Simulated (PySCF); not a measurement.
Compound: C3H9OSi (doublet state).
Atom-mapped SMILES: `[CH3:1][O:2][Si:3]([CH3:4])[CH3:5]` (hydrogens: H6, H7, H8 on C1; H9, H10, H11 on C4; H12, H13, H14 on C5)

Cartesian coordinates in Å at the GFN2-xTB level; atoms count from 1:
```
atom  x, y, z in Å
C1     1.9114   -0.5839    0.7034
O2     1.4428   -0.0398   -0.5029
Si3   -0.0745    0.3756   -0.9410
C4    -0.7956    1.7492    0.1731
C5    -1.2623   -1.1200   -0.9380
H6     1.4417   -1.5501    0.9029
H7     1.7076    0.0900    1.5392
H8     2.9886   -0.7222    0.6092
H9    -1.7720    2.0687   -0.1760
H10   -0.9137    1.3931    1.1972
H11   -0.1509    2.6228    0.2014
H12   -1.3860   -1.5096    0.0731
H13   -0.8921   -1.9302   -1.5595
H14   -2.2456   -0.8439   -1.3042
```

The hyperfine couplings belong to this conformer and change with its torsions.

Computed, not measured: UKS B3LYP, pcH-1 on C H O Si, non-relativistic, mean-field spin-orbit, GIAO (PySCF). Geometry: GFN2-xTB, one conformer, isolated molecule. A GFN2-xTB geometry isn't a minimum of the functional, and hyperfine couplings can be far from their values at a DFT geometry, by a factor of two or more for some ions and for spin on atoms past the first row. Stability of the SCF solution: not tested.

Principal values of hyperfine tensors in MHz (contact, dipolar and spin–orbit terms together), for some of the nuclei:

```json
{"atom": "Si3", "isotope": "29Si", "A1": "-821.20", "A2": "-586.98", "A3": "-586.59", "alike by the symmetry of this geometry": "none"}
{"atom": "O2", "isotope": "17O", "A1": "-100.33", "A2": "-89.63", "A3": "-88.27", "alike by the symmetry of this geometry": "none"}
{"atom": "H10", "isotope": "1H", "A1": "46.42", "A2": "50.90", "A3": "55.71", "alike by the symmetry of this geometry": "H12"}
{"atom": "C1", "isotope": "13C", "A1": "25.98", "A2": "26.11", "A3": "34.83", "alike by the symmetry of this geometry": "none"}
{"atom": "H14", "isotope": "1H", "A1": "-8.54", "A2": "-5.94", "A3": "3.91", "alike by the symmetry of this geometry": "H9"}
{"atom": "H8", "isotope": "1H", "A1": "-3.87", "A2": "-2.96", "A3": "1.67", "alike by the symmetry of this geometry": "none"}
{"atom": "H6", "isotope": "1H", "A1": "-4.02", "A2": "-2.56", "A3": "1.59", "alike by the symmetry of this geometry": "H7"}
{"atom": "H11", "isotope": "1H", "A1": "-4.95", "A2": "-2.47", "A3": "8.11", "alike by the symmetry of this geometry": "H13"}
```

(1) Split each tensor into its isotropic and traceless parts, and turn a_iso into mT with g = 2.0024.

(2) What spin density at the nucleus of C1 lies behind its contact coupling (g_N = 1.40482)?

(3) C4 (13C, g_N = 1.40482) isn't in the table. Its spin density at the nucleus is 0.05005 bohr⁻³. What is its contact coupling?

(4) Name the largest traceless tensor T of the table and describe it.

(5) In a single crystal, with the field along each principal axis of the tensor of H10 in turn, what first-order splitting does this nucleus give (isotropic g, quadrupole terms neglected)?

## Answers

(1) a_iso = (A1 + A2 + A3)/3, Ti = Ai − a_iso; 1 mT corresponds to 28.027 MHz. The tensors hold a spin–orbit part: the run splits a_iso into a_FC + a_SO, and T includes its anisotropic share.

```tsv
atom	a_iso (MHz)	a_FC	a_SO	a_iso (mT)	T1	T2	T3
Si3	-664.92	-665.93	1.01	-23.725	-156.28	77.94	78.34
O2	-92.75	-92.70	-0.05	-3.309	-7.59	3.11	4.48
H10	51.01	51.01	0.00	1.820	-4.59	-0.11	4.70
C1	28.97	28.98	0.00	1.034	-2.99	-2.86	5.86
H14	-3.52	-3.53	0.00	-0.126	-5.01	-2.41	7.43
H8	-1.72	-1.72	0.00	-0.061	-2.15	-1.24	3.39
H6	-1.66	-1.66	0.00	-0.059	-2.35	-0.90	3.25
H11	0.23	0.23	0.00	0.008	-5.18	-2.69	7.88
```

(2) a_FC = (2μ0/3) gₑ μB g_N μN ρ(0)/(2S·h) = 800.24 MHz × g_N × ρ(0)/(2S), with ρ in bohr⁻³. With a_FC = 28.98 MHz and 2S = 1, ρ(0) = 0.02577 bohr⁻³.

(3) By the same relation, a_FC = 56.3 MHz. Its full tensor has the principal values 50.05, 50.57, 68.23 MHz.

(4) Si3: -156.3, 77.9, 78.3 MHz (the dipolar term alone has -155.3, 77.6, 77.8), axial, in the ratio +1:+1:−2, the form that spin in one p orbital centred on that nucleus gives (the nuclear moment is negative).

(5) 2 lines (I = 1/2), spaced by |A_i|/(g × 13.996): 1.66, 1.82, 1.99 mT along the axes of A1, A2 and A3.
